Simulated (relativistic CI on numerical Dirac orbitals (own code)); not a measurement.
**Spin-allowed bands of a d8 ion in an octahedral site, by hand**

Problem. Take Δ = 7000 cm⁻¹ and B = 850 cm⁻¹ for a d8 ion in an octahedral site. Calculate the three spin-allowed bands.

Working.
1. The terms of highest spin are 3F (energy 0) and 3P (15B = 12750 cm⁻¹). Here the F term splits into A2 at −1.2Δ = -8400, T2 at −0.2Δ = -1400 and T1 at +0.6Δ = 4200 cm⁻¹.
2. The two T1 states mix through the element 0.4Δ: H = [[4200, 2800], [2800, 12750]], with roots ½(H₁₁ + H₂₂) ∓ ½√[(H₂₂ − H₁₁)² + 4H₁₂²] = ½(16950) ∓ ½(10221) = 3365 and 13585 cm⁻¹.
3. The ground term is 3A2 at -8400 cm⁻¹.
4. Bands: 3T2 7000 cm⁻¹ (1429 nm), 3T1(F) 11765 cm⁻¹ (850 nm), 3T1(P) 21985 cm⁻¹ (455 nm).

Check. Exact diagonalisation of the whole d8 shell with these parameters gives 3T2 7000, 3T1 11765, 3T1 21985 cm⁻¹. The match is exact, since without spin-orbit coupling no other term has this spin. The ratio of the second band to the first, 1.681, depends on Δ/B = 8.2 alone, which is how a Tanabe-Sugano diagram is read.
